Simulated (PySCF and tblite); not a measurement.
Values are calculated unless marked as measured or tabulated.
4-ethynylpyridine, C7H5N, numbered as in [CH:1]#[C:2][c:3]1[cH:4][cH:5][n:6][cH:7][cH:8]1.

Classical Langevin dynamics with GFN2-xTB (tblite), gas phase: time step 1.5 fs, H mass 4 u, friction 0.005 fs⁻¹, 400 steps to settle and 8000 to sample, one trajectory a temperature from the lowest conformer.

GIAO shieldings at PBE0/pcSseg-1 (PySCF) on 6 frames a temperature; like atoms are averaged, and of two unlike H on one atom a is the less shielded at the minimum.

**Question.** How far do thermal motions move the shieldings from their values at the minimum?

**Answer.** 
```csv
signal,σ at minimum (ppm),"Δσ, 250 K","Δσ, 450 K","Δσ, 700 K"
C1,94.6,-2.0 ± 1.7,-7.9 ± 2.1,-2.0 ± 2.4
C2,99.5,-0.7 ± 0.2,-7.1 ± 2.0,-5.4 ± 2.8
C3,52.3,-0.2 ± 2.1,-4.7 ± 1.9,-1.0 ± 2.7
C4/C8,54.7,-1.0 ± 1.0,-3.5 ± 1.8,-1.6 ± 2.1
C5/C7,31.0,0.5 ± 1.2,-1.7 ± 1.6,2.3 ± 2.2
N6,-96.0,3.7 ± 3.5,-8.1 ± 9.8,1.9 ± 10.4
H1,28.68,-0.34 ± 0.19,-1.00 ± 0.24,-0.81 ± 0.34
H4/H8,24.17,0.04 ± 0.11,-0.34 ± 0.16,0.07 ± 0.16
H5/H7,22.72,-0.05 ± 0.06,-0.32 ± 0.13,0.00 ± 0.11
```

Errors are standard errors over frames. Zero-point motion is missing, and a reference compound would move too.

**Question.** What do the single frames at 450 K give for C3?

**Answer.** 
| t (fs) | V above the minimum, tight binding (kcal/mol) | E above it, DFT (kcal/mol) | torsions (°) | σ (ppm) |
| --- | --- | --- | --- | --- |
| 1599 | 18.2 | 22.5 | none | 47.1 |
| 3600 | 14.3 | 15.9 | none | 44.2 |
| 5600 | 14.7 | 16.7 | none | 51.3 |
| 7600 | 18.4 | 20.4 | none | 46.6 |
| 9600 | 21.9 | 21.8 | none | 41.7 |
| 11601 | 12.2 | 12.5 | none | 54.2 |

**Question.** How does the lowest singlet excitation (PBE0/def2-SVPD) spread?

**Answer.** 4.50 eV at the minimum; 4.36 eV with a spread of 0.14 eV at 250 K; 4.36 eV with a spread of 0.14 eV at 450 K; 4.25 eV with a spread of 0.10 eV at 700 K.

Changes within two standard errors are not significant.

The study took 22 min on 1 thread of Arm Neoverse N1 (shared host) (rough), peak memory 0.86 GiB, launched as `OMP_NUM_THREADS=1 python ens_run.py task.json out`.
